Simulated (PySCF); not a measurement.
Job file and geometry (Å, from GFN2-xTB) of an NMR shielding run on SMILES CC[SiH2][N]([AlH2])[SiH3], C₂H₁₂AlNSi₂, GIAO PBE0/pcSseg-1 NMR shielding, non-relativistic, gas phase (PySCF 2.14.0, density-fitted response routines); density fitting, a coarse starting grid and PySCF grid level 2 are the driver's defaults:

```
$ OMP_NUM_THREADS=1 python probes_run.py task.json out

{"job": {"kind": "nmr", "xc": "PBE0", "basis": "pcSseg-1"}, "charge": 0, "multiplicity": 1}
C      2.207843     0.301802     0.296841
C      1.508327     0.461071    -1.040153
Si    -0.017749    -0.666804    -1.183678
N     -1.043350    -0.189080     0.135651
Al    -0.495979     1.122346     1.274993
Si    -2.592402    -0.966858     0.327855
H      1.497276     0.530666     1.115667
H      3.056901     0.977721     0.397278
H      2.556298    -0.718725     0.441202
H      1.189241     1.502054    -1.148348
H      2.213371     0.262604    -1.846333
H      0.379873    -2.075968    -1.045668
H     -0.675341    -0.468535    -2.480932
H     -0.391885     0.822648     2.789981
H     -0.395260     2.590457     0.799655
H     -3.211446    -0.303046     1.485124
H     -2.404334    -2.401847     0.555503
H     -3.390145    -0.774188    -0.886294
```

**Question.** What does the program print?

**Answer.** 
```
coarse grid: 15552 points
cycle   1  E = -958.9646992588  dE =  2.078e-01  |g| = 5.951e-01  |ddm| = 3.727e+00
cycle   2  E = -958.8478102947  dE =  1.169e-01  |g| = 9.151e-01  |ddm| = 1.356e+00
cycle   3  E = -959.0416184671  dE = -1.938e-01  |g| = 1.060e-01  |ddm| = 9.819e-01
cycle   4  E = -959.0440003958  dE = -2.382e-03  |g| = 3.850e-02  |ddm| = 1.325e-01
cycle   5  E = -959.0443665036  dE = -3.661e-04  |g| = 8.520e-03  |ddm| = 3.907e-02
cycle   6  E = -959.0443840017  dE = -1.750e-05  |g| = 1.149e-03  |ddm| = 1.007e-02
cycle   7  E = -959.0443843502  dE = -3.484e-07  |g| = 2.568e-04  |ddm| = 1.707e-03
final grid: 133616 points
cycle   8  E = -959.0746584596  dE = -1.882e-05  |g| = 7.204e-03  |ddm| = 1.920e-02
cycle   9  E = -959.0746462591  dE =  1.220e-05  |g| = 1.023e-02  |ddm| = 1.451e-02
cycle  10  E = -959.0746706981  dE = -2.444e-05  |g| = 1.111e-03  |ddm| = 8.994e-03
cycle  11  E = -959.0746709653  dE = -2.671e-07  |g| = 2.388e-04  |ddm| = 1.109e-03
cycle  12  E = -959.0746709780  dE = -1.276e-08  |g| = 3.739e-05  |ddm| = 2.254e-04
cycle  13  E = -959.0746709783  dE = -2.942e-10  |g| = 1.363e-05  |ddm| = 5.199e-05
converged SCF energy = -959.0746709783

GIAO shielding tensors (ppm)
atom      isotropic    diamagn.    paramagn.     s11        s22        s33       span
  0 C      163.760     251.211     -87.451    155.635    166.803    168.842     13.207
  1 C      177.595     256.786     -79.192    172.830    175.281    184.673     11.843
  2 Si     371.423     881.595    -510.172    330.919    354.698    428.651     97.731
  3 N      253.820     331.171     -77.351    215.536    259.903    286.020     70.484
  4 Al     359.810     797.040    -437.230    311.084    375.873    392.474     81.390
  5 Si     411.660     879.071    -467.412    355.103    408.036    471.840    116.737
  6 H       31.925      34.226      -2.301     26.878     32.752     36.146      9.268
  7 H       29.388      29.188       0.201     24.724     26.729     36.711     11.987
  8 H       29.806      30.961      -1.155     26.025     27.449     35.943      9.919
  9 H       30.329      33.321      -2.992     27.475     27.616     35.894      8.419
 10 H       30.895      30.739       0.157     25.706     28.443     38.537     12.831
 11 H       26.792      30.754      -3.962     23.367     24.897     32.112      8.746
 12 H       26.577      30.293      -3.716     23.009     24.875     31.848      8.839
 13 H       26.741      29.877      -3.136     23.949     24.321     31.951      8.002
 14 H       26.918      30.497      -3.579     23.690     25.044     32.020      8.330
 15 H       26.744      28.680      -1.937     22.801     25.434     31.997      9.196
 16 H       26.864      28.601      -1.736     23.184     24.867     32.542      9.358
 17 H       26.876      28.410      -1.534     23.218     25.033     32.376      9.157
```

Size and cost of the density-fitted run: 183 basis functions, 40 s wall time on 1 thread of an Intel Xeon Platinum 8259CL, shared host; peak memory 0.84 GiB.
